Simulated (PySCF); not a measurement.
**Distorted geometries of [Yb(H2O)4]3+**

[Yb(H2O)4]3+ (singlet in the valence; each metal's 4f electrons, 13 of them, lie in its core potential, out of spins and levels). PySCF 2.14.0, RKS B3LYP, Yb lcecp-1-SVP with ECP59, O def2-SVP, H def2-SVP; non-relativistic Hamiltonian with scalar-relativistic core potentials where named; density fitting; no spin-orbit coupling. Relaxed geometry:

```xyz
13

Yb    0.0000    0.0000    0.0000
O     1.3258    1.3036    1.2352
H     2.1368    1.0497    1.7399
H     1.2458    2.2746    1.4021
O    -1.3258   -1.2352    1.3036
H    -1.2458   -1.4021    2.2746
H    -2.1368   -1.7399    1.0497
O     1.3258   -1.3036   -1.2352
H     1.2458   -2.2746   -1.4021
H     2.1368   -1.0497   -1.7399
O    -1.3258    1.2352   -1.3036
H    -2.1368    1.7399   -1.0497
H    -1.2458    1.4021   -2.2746
```

Order these distorted geometries by energy above the relaxed one, lowest first.
A.
```xyz
13

Yb    0.0256   -0.0371   -0.1068
O     1.1757    1.1775    1.1544
H     2.2140    1.1174    1.5962
H     1.2612    2.2611    1.3727
O    -1.4524   -1.1272    1.2060
H    -1.1654   -1.5440    2.5333
H    -2.0827   -1.7515    0.8928
O     1.3059   -1.3972   -1.1907
H     1.2843   -2.2197   -1.2650
H     2.1031   -1.1574   -1.6767
O    -1.2127    1.2907   -1.2026
H    -2.1972    1.7136   -1.1139
H    -1.2592    1.6737   -2.1997
```
B.
```xyz
13

Yb   -0.0767    0.0772   -0.0202
O     1.3213    1.5616    1.3359
H     2.2442    1.0597    1.8110
H     1.2725    2.3003    1.5824
O    -1.1475   -1.1134    1.2448
H    -1.2311   -1.4134    2.1944
H    -2.1939   -1.7330    1.1293
O     1.5289   -1.3858   -1.2955
H     1.3074   -2.4715   -1.3522
H     1.9871   -1.2705   -1.7384
O    -1.5590    1.1217   -1.4552
H    -2.1604    1.8752   -1.0693
H    -1.2928    1.3920   -2.3667
```
C.
```xyz
13

Yb   -0.0143   -0.0310   -0.0289
O     1.3638    1.2984    1.2334
H     2.1022    1.0428    1.7801
H     1.2570    2.3036    1.3995
O    -1.3343   -1.2362    1.3241
H    -1.1746   -1.3636    2.2340
H    -2.0976   -1.7635    1.0097
O     1.2650   -1.3633   -1.2247
H     1.2954   -2.2427   -1.4127
H     2.0922   -1.0469   -1.7068
O    -1.3380    1.2491   -1.3004
H    -2.1405    1.7594   -1.0202
H    -1.2763    1.3938   -2.2872
```

C (0.47 eV), A (4.27 eV), B (10.67 eV).

Which forces (eV/Å) act in the one that lies 0.47 eV up?


```
Yb   0.01  0.49  0.47
O   -1.92  1.54 -0.98
H    1.34 -0.39  0.93
H    0.26 -1.44 -0.22
O    0.36  1.02 -3.39
H   -0.03 -0.73  2.88
H   -0.34 -0.31  0.50
O    1.12  5.44  0.35
H   -0.24 -5.49 -0.92
H   -0.60 -0.05  0.35
O    0.05 -0.06 -0.31
H    0.11 -0.03 -0.14
H   -0.12  0.02  0.48
```
Forces carry noise of the integration grid, about 0.01 to 0.03 eV/Å.

An lcecp potential fixes the number of 4f electrons, so in runs with it no electron can move into or out of that shell.
